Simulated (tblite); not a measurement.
Species: C5H10FP.
Numbering: `[CH3:1][C@@H:2]1[PH:3][CH2:4][CH2:5][C@H:6]1[F:7]` (hydrogens: H8, H9, H10 on C1; H11 on C2; H12 on P3; H13, H14 on C4; H15, H16 on C5; H17 on C6)

Computed with GFN2-xTB (tblite), gas phase: L-BFGS steps from a force-field or distance-geometry start until the largest atomic force falls under 0.01 eV/Å.

Step 91: E = -627.4548 eV
```
atom  x, y, z in Å  |  force x, y, z in eV/Å
C1      2.0363   -0.6098   -0.0853    0.102   0.073  -0.074
C2      0.7449   -0.1942    0.6024   -0.218  -0.087   0.078
P3     -0.5437   -1.5815    0.4467    0.133  -0.116   0.046
C4     -1.8265   -0.3765   -0.1617    0.216   0.190  -0.123
C5     -1.0304    0.6973   -0.8985    0.038   0.188  -0.180
C6      0.1355    1.0791    0.0017    0.088   0.010   0.052
F7     -0.3310    1.8961    1.0199    0.007  -0.066   0.008
H8      1.8482   -0.8348   -1.1280   -0.065  -0.131  -0.204
H9      2.7661    0.1946   -0.0590    0.116   0.044   0.131
H10     2.4629   -1.4954    0.3853   -0.072   0.088   0.001
H11     0.9369   -0.0057    1.6584    0.089  -0.006   0.138
H12    -0.9421   -1.5565    1.7873   -0.013   0.008   0.045
H13    -2.3422    0.0763    0.6765   -0.142   0.081   0.220
H14    -2.5613   -0.8536   -0.8008   -0.064  -0.120  -0.151
H15    -0.6055    0.3244   -1.8377   -0.200  -0.014   0.098
H16    -1.6537    1.5745   -1.1001    0.100  -0.100  -0.074
H17     0.8987    1.6778   -0.5170   -0.115  -0.043  -0.011
```

Step 92: E = -627.4623 eV
```
atom  x, y, z in Å  |  force x, y, z in eV/Å
C1      2.0361   -0.6144   -0.0913    0.000   0.081  -0.133
C2      0.7487   -0.1924    0.6143   -0.026  -0.099   0.012
P3     -0.5384   -1.5827    0.4759   -0.029   0.062   0.050
C4     -1.8238   -0.3828   -0.1775   -0.015   0.048   0.020
C5     -1.0276    0.7069   -0.8919   -0.054   0.063   0.028
C6      0.1410    1.0780    0.0080    0.001  -0.101   0.031
F7     -0.3217    1.8942    1.0213   -0.052   0.050   0.145
H8      1.8248   -0.8552   -1.1331    0.005  -0.056   0.014
H9      2.7743    0.1882   -0.0828   -0.016  -0.043   0.103
H10     2.4660   -1.4963    0.3840   -0.073   0.095  -0.020
H11     0.9543    0.0100    1.6682    0.073  -0.055   0.040
H12    -0.9411   -1.5334    1.8211   -0.015   0.037  -0.077
H13    -2.3874    0.0542    0.6523    0.057  -0.053  -0.051
H14    -2.5329   -0.8715   -0.8530    0.144  -0.010   0.079
H15    -0.6255    0.3579   -1.8403   -0.025  -0.122  -0.092
H16    -1.6536    1.5799   -1.0735    0.004   0.065  -0.062
H17     0.8999    1.6712   -0.5115    0.022   0.041  -0.086
```

Step 93: E = -627.4679 eV
```
atom  x, y, z in Å  |  force x, y, z in eV/Å
C1      2.0293   -0.6142   -0.1095   -0.099  -0.031  -0.012
C2      0.7506   -0.1946    0.6164    0.015  -0.044   0.061
P3     -0.5445   -1.5796    0.4998   -0.026   0.100   0.055
C4     -1.8191   -0.3793   -0.1784    0.008   0.024   0.024
C5     -1.0147    0.6984   -0.9026    0.015   0.067   0.049
C6      0.1359    1.0787    0.0213    0.006   0.068   0.047
F7     -0.3643    1.8695    1.0477    0.047  -0.082  -0.055
H8      1.8103   -0.8348   -1.1510   -0.015  -0.054  -0.074
H9      2.7695    0.1792   -0.0836    0.092   0.074   0.068
H10     2.4582   -1.5091    0.3447   -0.102   0.113  -0.011
H11     0.9781    0.0082    1.6683    0.040  -0.079  -0.027
H12    -0.9475   -1.5023    1.8451   -0.014   0.039  -0.105
H13    -2.3840    0.0699    0.6441    0.059  -0.044  -0.057
H14    -2.5274   -0.8711   -0.8503    0.116  -0.039   0.053
H15    -0.5910    0.3301   -1.8387   -0.075  -0.060   0.022
H16    -1.6468    1.5632   -1.1107    0.086   0.033  -0.051
H17     0.9005    1.6997   -0.4725   -0.153  -0.084   0.015
```

Step 94: E = -627.4725 eV
```
atom  x, y, z in Å  |  force x, y, z in eV/Å
C1      2.0180   -0.6160   -0.1297   -0.061   0.010  -0.023
C2      0.7547   -0.1926    0.6237    0.024  -0.081   0.047
P3     -0.5496   -1.5726    0.5310   -0.001   0.102   0.050
C4     -1.8148   -0.3843   -0.1850    0.044   0.048   0.003
C5     -1.0006    0.6920   -0.9013    0.045   0.083  -0.071
C6      0.1318    1.0823    0.0421   -0.007   0.029   0.021
F7     -0.3910    1.8524    1.0719    0.040  -0.087  -0.052
H8      1.7807   -0.8306   -1.1708   -0.005  -0.038   0.008
H9      2.7654    0.1746   -0.1115    0.025   0.021   0.052
H10     2.4534   -1.5145    0.3137   -0.132   0.132  -0.027
H11     1.0031    0.0033    1.6721    0.048  -0.067  -0.028
H12    -0.9628   -1.4574    1.8700   -0.007   0.040  -0.096
H13    -2.3980    0.0703    0.6199    0.048  -0.032  -0.021
H14    -2.5092   -0.8874   -0.8622    0.123  -0.034   0.022
H15    -0.5491    0.3178   -1.8283   -0.164  -0.005   0.144
H16    -1.6321    1.5548   -1.1307    0.125  -0.033  -0.037
H17     0.8932    1.7198   -0.4348   -0.148  -0.089   0.007
```

Question: Estimate the geometry and energy of step 95. (The exact step hangs on the optimiser's Hessian estimate; all steps are aligned on step 94, rigid shifts and turns removed.)

Answer: E = -627.4811 eV, largest force 0.200 eV/Å
```
atom  x, y, z in Å  |  force x, y, z in eV/Å
C1      2.0053   -0.6201   -0.1581    0.054   0.082   0.013
C2      0.7628   -0.1922    0.6263   -0.012  -0.090   0.054
P3     -0.5580   -1.5597    0.5796    0.029   0.090   0.055
C4     -1.8074   -0.3934   -0.1968    0.048   0.052  -0.005
C5     -0.9842    0.6866   -0.8983    0.026   0.031  -0.090
C6      0.1257    1.0847    0.0659    0.003  -0.037   0.017
F7     -0.4257    1.8226    1.1026    0.037  -0.079  -0.022
H8      1.7584   -0.8223   -1.2001   -0.017   0.009   0.050
H9      2.7677    0.1624   -0.1292   -0.088  -0.064  -0.009
H10     2.4374   -1.5269    0.2701   -0.134   0.104  -0.021
H11     1.0429   -0.0064    1.6677    0.047  -0.038  -0.009
H12    -0.9840   -1.3734    1.9068    0.016   0.029  -0.099
H13    -2.4224    0.0634    0.5804    0.028  -0.007   0.038
H14    -2.4780   -0.9188   -0.8808    0.144  -0.011  -0.031
H15    -0.5117    0.3129   -1.8141   -0.158  -0.004   0.123
H16    -1.6117    1.5457   -1.1414    0.064   0.008  -0.055
H17     0.8759    1.7469   -0.3905   -0.087  -0.077  -0.010
```

The energy changes by -0.0086 eV. The first-order estimate −F·Δx gives -0.0123 eV and the mean of the old and new forces, exact on a quadratic surface, -0.0087 eV. The step makes an angle of 82° with the force vector and moves no atom by more than 0.094 Å.

Hardware: one thread of an x86-64 server, shared host.
